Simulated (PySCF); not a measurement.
`CSc1ccc(N(C)C)cc1`. Method used: PBE0-D3(BJ)/def2-SVP geometry optimisation, gas phase in PySCF.

```
atom  x, y, z in Å
C1     4.4469    0.0039   -0.6991
S2     3.4660   -1.4798   -0.4464
C3     1.8075   -0.8721   -0.4915
C4     0.7806   -1.8155   -0.3531
C5    -0.5543   -1.4409   -0.3731
C6    -0.9344   -0.0891   -0.5279
N7    -2.2605    0.2911   -0.5325
C8    -2.6069    1.6455   -0.8630
C9    -3.2900   -0.7075   -0.4538
C10    0.1045    0.8503   -0.6800
C11    1.4426    0.4662   -0.6579
H12    4.2997    0.7361    0.1090
H13    5.4952   -0.3248   -0.6877
H14    4.2360    0.4736   -1.6717
H15    1.0324   -2.8727   -0.2318
H16   -1.3105   -2.2188   -0.2711
H17   -2.1856    2.3670   -0.1403
H18   -3.6980    1.7580   -0.8402
H19   -2.2566    1.9428   -1.8706
H20   -3.3135   -1.3796   -1.3347
H21   -3.1721   -1.3400    0.4426
H22   -4.2684   -0.2162   -0.3786
H23   -0.1244    1.9070   -0.8160
H24    2.2018    1.2406   -0.7769
```

(1) What is the repulsion energy of the bare nuclei, Σ ZA·ZB/RAB?

(2) Which two atoms are farthest apart?

(3) Work out the bond lengths C1–H13, C6–N7, N7–C8, C8–H19, C9–H20, C10–H23 in pm.

(4) Give the dihedral angles C4–C3–C11–H24, C4–C5–C6–C10, H15–C4–C5–C6, H16–C5–C6–C10, C6–N7–C9–H21, C5–C6–C10–C11.

(5) How far apart are these pairs, which share no bond: C3···C9, C5···H12, C8···H24, C10···H20, H16···H19, H17···H23, H21···H24?

(6) How far are the heavy atoms from their best plane (unweighted least squares)?

(7) What are the angles S2–C1–H14, S2–C1–H12, S2–C1–H13, C3–C4–H15, N7–C9–H20, H20–C9–H21?

(8) Where is the centre of mass (commonest isotopes), and what is the radius of gyration?

(9) Write the matrix of distances between heavy atoms (Å, lower triangle).

## Answers

(1) 672.47 Eh over 276 pairs, with full nuclear charges and distances in bohr; the largest single term is 28.75 Eh (S2 with C3).

(2) H13···H22, 9.77 Å; the next longest distance is 9.43 Å.

(3) For C1–H13 the difference vector is (1.0483, -0.3287, 0.0114) Å, of length 1.0987 Å. C1–H13 109.9; C6–N7 138.0; N7–C8 143.7; C8–H19 110.7; C9–H20 110.8; C10–H23 109.0 pm.

(4) C4–C3–C11–H24 180° (antiperiplanar); C4–C5–C6–C10 1° (synperiplanar); H15–C4–C5–C6 180° (antiperiplanar); H16–C5–C6–C10 -179° (antiperiplanar); C6–N7–C9–H21 57° (synclinal); C5–C6–C10–C11 -1° (synperiplanar). Dihedral signs follow IUPAC: positive where, seen along the central bond, the front bond turns clockwise onto the rear one.

(5) C3···C9 5.100 Å (5 bonds apart); C5···H12 5.342 Å (5 bonds apart); C8···H24 4.826 Å (5 bonds apart); C10···H20 4.133 Å (4 bonds apart); H16···H19 4.558 Å (5 bonds apart); H17···H23 2.217 Å (5 bonds apart); H21···H24 6.085 Å (6 bonds apart).

(6) 0.036 Å rms; C1 0.03, S2 0.01, C3 0.00, C4 0.02, C5 0.00, C6 0.03, N7 0.06, C8 0.08, C9 0.03, C10 0.04, C11 0.03 Å (magnitudes).

(7) From the scalar product of the two bond vectors; for S2–C1–H14 it is -0.7358 Å² over 1.7965 × 1.1005 Å², cos θ = -0.3722. S2–C1–H14 111.9°; S2–C1–H12 111.9°; S2–C1–H13 105.8°; C3–C4–H15 119.5°; N7–C9–H20 113.2°; H20–C9–H21 107.5°.

(8) Mass 167.077 u; centre at (0.541, -0.387, -0.547) Å; Rg = √(Σ m r²/M) = 2.782 Å. As Ia + Ib + Ic = 2 Σ m r², the three principal moments sum to 2587.1 u·Å².

(9) 
```
C1    0.000
S2    1.796  0.000
C3    2.789  1.767  0.000
C4    4.108  2.708  1.401  0.000
C5    5.216  4.021  2.432  1.387  0.000
C6    5.385  4.616  2.852  2.440  1.413  0.000
N7    6.716  5.995  4.231  3.704  2.436  1.380  0.000
C8    7.244  6.843  5.095  4.870  3.739  2.433  1.437  0.000
C9    7.773  6.800  5.100  4.220  2.833  2.437  1.436  2.484  0.000
C10   4.424  4.097  2.430  2.770  2.404  1.409  2.435  2.831  3.742  0.000
C11   3.040  2.815  1.397  2.395  2.776  2.444  3.709  4.223  4.880  1.392  0.000
```

No frequency check. One conformer, not necessarily the lowest.
